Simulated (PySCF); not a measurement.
**Spinor energies of Re (rhenium, neutral)**

Start: [Xe] 4f14 5d6 6s1; 5d3/2 filled at m_j = +3/2; 5d5/2 filled at m_j = -3/2, -1/2, +1/2, +3/2, +5/2; 6s1/2 filled at m_j = +1/2. Calculated with PySCF 2.14 in x2c-TZVPall-2c (11s11p10d2f, 108 functions): generalised Hartree-Fock with the X2C-1e Hamiltonian and a Gaussian nucleus; spin-orbit coupling (SO) screened by Boettger's factors. This is a chosen level, not necessarily the ground level.

```csv
spinor shell,electrons,"ε, screened SO (eV)",weight of nominal j (screened SO),"rms radius, screened SO (bohr)"
1s1/2,2,-72042.7,1.000,0.0204
2s1/2,2,-12629.2,1.000,0.0824
2p1/2,2,-12062.6,1.000,0.0700
2p3/2,4,-10617.2,1.000,0.0775
3s1/2,2,-2984.6,1.000,0.210
3p1/2,2,-2732.1,1.000,0.202
3p3/2,4,-2413.0,1.000,0.217
3d3/2,4,-1994.1,1.000,0.192
4s1/2,2,-653.61,1.000,0.468
4p1/2,2,-547.11,1.000,0.476
4p3/2,4,-471.73,1.000,0.509
4d3/2,4,-296.50,1.000,0.531
4d5/2,6,-281.99,1.000,0.543
5s1/2,2,-97.871,1.000,1.12
5p1/2,2,-64.317,0.955,1.25
4f5/2,6,-58.718,0.989,0.638
4f7/2,8,-56.091,0.991,0.640
5p3/2,4,-50.976,0.976,1.33
5d5/2,5,-9.504,0.513,2.15
6s1/2,1,-7.905,0.968,3.46
5d3/2,1,-5.995,0.694,2.29
```

(1) Where does 3d5/2 lie, and what is the 3d spin-orbit splitting (screened SO)?

```
   quantity   screened SO
E (hartree)  -16700.65223
        M_J           9/2
       ⟨J²⟩        24.780
       ⟨L²⟩         6.413
       ⟨S²⟩         8.684
```

Each row is a mean over spinors that exchange with the open shell spreads, by up to 6.631 eV (5p3/2).

Rows whose weight is well below 1 are mixtures of j = l ± 1/2: exchange outweighs spin-orbit coupling there, and the label is only the starting occupation.

Breit and QED terms are absent; they matter most for the inner s and p1/2 levels.

Densities and radii are taken from the X2C orbitals without a picture-change correction, which distorts them close to the nucleus.

Answers

(1) At -1925.2 eV, 68.851 eV above 3d3/2.
